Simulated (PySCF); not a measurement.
**GaF₂ + GaCl₂ → 2 GaFCl**

Level: PBE0 in the def2-TZVP basis family, all electrons, no relativity, computed in PySCF with density fitting; open shells unrestricted.

```csv
species,state and structure,ZPE (kJ/mol),H(298 K) − H(0) (kJ/mol),S° (J/(mol K))
GaF₂,"doublet, C2v, Ga–F 1.756 Å (×2); F–Ga–F 116.7°",9.0,12.2,279.0
GaCl₂,"doublet, C2v, Ga–Cl 2.160 Å (×2); Cl–Ga–Cl 119.1°",5.5,13.4,302.1
GaFCl,"doublet, Cs, Ga–Cl 2.158 Å, Ga–F 1.758 Å; Cl–Ga–F 117.8°",7.2,12.8,296.5
```

(1) Is the gas-phase reaction uphill or downhill in electronic energy at this level, and by how much?

(2) Add zero-point, thermal and entropy terms for 298.15 K and 1 bar.

Results:

(1) At PBE0/def2-TZVP, ΔE = -1.3 kJ/mol, downhill. Ligand scrambling is nearly thermoneutral, as expected when bond energies add up.

(2) ΔZPE = -0.1 and Δ[H(298) − H(0)] = 0.0 kJ/mol give ΔH° = -1.4 kJ/mol. ΔS° = 11.9 J/(mol K), so ΔG° = -1.4 − 298.15 × (0.0119) = -5 kJ/mol and log₁₀K = 0.9.

Only the bonding shown was studied: isomers, or loss of a ligand pair, can lie lower.
